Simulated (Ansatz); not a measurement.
The inner images of a band of CH₈ClNSi₂ (13 atoms, charge 0, multiplicity 1) are given out of order.

Theory: Ansatz 0.2.0, RKS B3LYP/def2-SVP.

First end point:

```xyz
13
Properties=species:S:1:pos:R:3
N -1.040 0.787 -1.045
C -0.537 0.069 0.143
Si 0.155 -1.670 -0.251
Si 0.604 1.235 1.096
Cl 2.185 1.779 -0.162
H -0.278 0.976 -1.699
H -1.735 0.237 -1.551
H -1.381 -0.073 0.849
H 0.571 -2.416 0.976
H 1.319 -1.549 -1.176
H -0.917 -2.445 -0.948
H 1.181 0.559 2.290
H -0.106 2.478 1.492
```

Last end point:

```xyz
13
Properties=species:S:1:pos:R:3
N -1.054 0.627 -1.102
C -0.493 -0.028 0.085
Si 0.469 -1.584 -0.458
Si 0.548 1.189 1.090
Cl 2.369 1.650 0.187
H -1.676 0.003 -1.617
H -1.602 1.452 -0.859
H -1.250 -0.388 0.826
H 0.943 -2.327 0.748
H 1.623 -1.249 -1.335
H -0.479 -2.456 -1.219
H 0.831 0.610 2.432
H -0.210 2.465 1.236
```

**Question.** Put them in order from the first end to the last, with their energies above the first end.
A.
```xyz
13
Properties=species:S:1:pos:R:3
N -0.961 0.744 -1.127
C -0.508 -0.005 0.064
Si 0.471 -1.574 -0.402
Si 0.440 1.196 1.179
Cl 2.310 1.637 0.363
H -0.962 0.183 -1.979
H -1.908 1.099 -1.006
H -1.347 -0.402 0.678
H 1.093 -2.169 0.815
H 1.516 -1.260 -1.415
H -0.482 -2.558 -1.001
H 0.674 0.604 2.529
H -0.315 2.471 1.316
```
B.
```xyz
13
Properties=species:S:1:pos:R:3
N -0.962 0.699 -1.152
C -0.508 -0.024 0.048
Si 0.530 -1.553 -0.421
Si 0.410 1.187 1.176
Cl 2.290 1.665 0.406
H -1.181 0.074 -1.927
H -1.807 1.236 -0.963
H -1.333 -0.449 0.669
H 1.116 -2.160 0.808
H 1.602 -1.207 -1.392
H -0.388 -2.544 -1.065
H 0.617 0.590 2.526
H -0.366 2.452 1.303
```
C.
```xyz
13
Properties=species:S:1:pos:R:3
N -1.023 0.796 -1.065
C -0.510 0.035 0.102
Si 0.339 -1.609 -0.369
Si 0.516 1.216 1.170
Cl 2.351 1.601 0.246
H -0.568 0.528 -1.936
H -2.024 0.666 -1.190
H -1.356 -0.255 0.756
H 1.005 -2.234 0.811
H 1.353 -1.347 -1.431
H -0.676 -2.556 -0.921
H 0.812 0.617 2.505
H -0.199 2.508 1.336
```
D.
```xyz
13
Properties=species:S:1:pos:R:3
N -1.064 0.798 -1.037
C -0.521 0.052 0.123
Si 0.274 -1.623 -0.345
Si 0.549 1.225 1.154
Cl 2.349 1.597 0.156
H -0.432 0.756 -1.836
H -1.958 0.415 -1.342
H -1.360 -0.179 0.808
H 0.932 -2.282 0.822
H 1.286 -1.395 -1.417
H -0.780 -2.532 -0.890
H 0.888 0.610 2.469
H -0.144 2.524 1.350
```
E.
```xyz
13
Properties=species:S:1:pos:R:3
N -0.987 0.640 -1.165
C -0.505 -0.045 0.041
Si 0.582 -1.536 -0.444
Si 0.388 1.183 1.168
Cl 2.268 1.709 0.432
H -1.401 -0.010 -1.834
H -1.706 1.329 -0.943
H -1.308 -0.482 0.685
H 1.117 -2.185 0.788
H 1.698 -1.139 -1.344
H -0.289 -2.513 -1.167
H 0.580 0.583 2.518
H -0.417 2.432 1.282
```
F.
```xyz
13
Properties=species:S:1:pos:R:3
N -1.067 0.791 -1.032
C -0.534 0.062 0.140
Si 0.209 -1.645 -0.303
Si 0.574 1.230 1.129
Cl 2.282 1.662 -0.002
H -0.337 0.931 -1.731
H -1.815 0.267 -1.487
H -1.372 -0.123 0.841
H 0.795 -2.347 0.879
H 1.263 -1.467 -1.343
H -0.876 -2.494 -0.883
H 1.019 0.586 2.397
H -0.120 2.513 1.410
```
G.
```xyz
13
Properties=species:S:1:pos:R:3
N -0.979 0.774 -1.101
C -0.507 0.014 0.081
Si 0.409 -1.592 -0.386
Si 0.475 1.205 1.178
Cl 2.332 1.617 0.312
H -0.769 0.316 -1.986
H -1.984 0.931 -1.072
H -1.354 -0.340 0.706
H 1.059 -2.193 0.815
H 1.434 -1.304 -1.428
H -0.574 -2.564 -0.954
H 0.738 0.613 2.523
H -0.260 2.488 1.327
```

**Answer.** F (+0.007 eV), D (+0.041 eV), C (+0.099 eV), G (+0.128 eV), A (+0.112 eV), B (+0.077 eV), E (+0.049 eV).

Time of the run: 6.6 min on 2 threads of Arm Neoverse V1, with other jobs on the host, peak memory 0.3 GiB.
